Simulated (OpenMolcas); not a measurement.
**How methods differ on C2H6In (SMILES C[In]C)**

The species is C2H6In (9 atoms), meant as a doublet with charge 0. SMILES: `C[In]C`. The shape is that of a PBE0-D4/def2-TZVP optimisation.

```tsv
atom	x (Å)	y (Å)	z (Å)
C	0.4563	1.8159	0.1834
In	0.2776	0.0503	-1.1135
C	-0.4505	-1.8148	-0.2067
H	-0.5270	2.0361	0.6072
H	0.8219	2.6865	-0.3585
H	1.1439	1.5788	0.9995
H	-1.4452	-1.6334	0.2088
H	-0.5009	-2.6284	-0.9284
H	0.2240	-2.0910	0.6081
```

Quantity: the vertical ionisation energy (to the singlet cation), in eV. The values are calculated.

```
                             level             kind     program  value (eV)
    UHF/def2-SVPD (core potential)     Hartree–Fock  OpenMolcas        6.49
 USVWN5/def2-SVPD (core potential)              LDA  OpenMolcas        6.89
  UBLYP/def2-SVPD (core potential)              GGA  OpenMolcas        6.63
 UM06-L/def2-SVPD (core potential)         meta-GGA  OpenMolcas        6.58
 UB3LYP/def2-SVPD (core potential)    global hybrid  OpenMolcas        6.88
UM06-2X/def2-SVPD (core potential)  hybrid meta-GGA  OpenMolcas        6.87
```

Spin-orbit coupling, which can split open shells on such heavy atoms by tenths of an eV, is left out. The values span 6.49 to 6.89 eV.
